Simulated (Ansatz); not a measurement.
Consider the redistribution: `[F][GeH2][SiH2]Cl` + `N[SiH2]O[SiH](N)O` → `O[SiH2][GeH2][F]` + `N[SiH2]O[SiH](N)Cl`.

Computed with Ansatz on PBE0-D4/def2-TZVP structures; ΔE is electronic, products minus reactants. CCSD(T)/CBS adds triple-zeta CCSD(T) − MP2 to the extrapolated MP2 energy (def2 sets, frozen cores). DFT in def2-TZVPP. For Ge outer-core shells are correlated without core-valence functions, which leaves a few kJ/mol of doubt a bond. Scalar relativity is left out up to krypton. Each species was taken in one conformer, which may not be the lowest.

```tsv
level	ΔE (kJ/mol)
r2SCAN-D4	10.1
HF/def2-QZVPP	10.8
MP2/def2-QZVPP	10.8
CCSD/CBS(def2)	11.0
```

Problem. What does CCSD(T)/CBS give? (Best estimate.)

Solution. Ansatz gave: +11.3 kJ/mol. The listed levels differ from it by -1.2, -0.5, -0.5, -0.3 kJ/mol.

Largest T1 diagnostic among the species: 0.012.
